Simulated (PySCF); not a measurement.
Precursor series Cd OH-Br. Isolated molecules, 0 K electronic values unless said otherwise. One relaxed conformer stands for each flexible species; it need not be the lowest.

These are TPSSh-D3(BJ)/def2-TZVP // r2SCAN-D4/def2-SVP run with PySCF 2.14.0 values and carry that method's errors. 

```csv
species,HOMO–LUMO gap (eV),charge on the central atom (Mulliken) (e),HOMO (eV),coordination number,mean distance from the central atom to its bonded neighbours (Å)
0 of 2 OH replaced by Br,5.33,0.85,-7.14,2,1.961
1 of 2 OH replaced by Br,5.09,0.80,-7.36,2,2.184
2 of 2 OH replaced by Br,5.05,0.73,-7.73,2,2.404
```
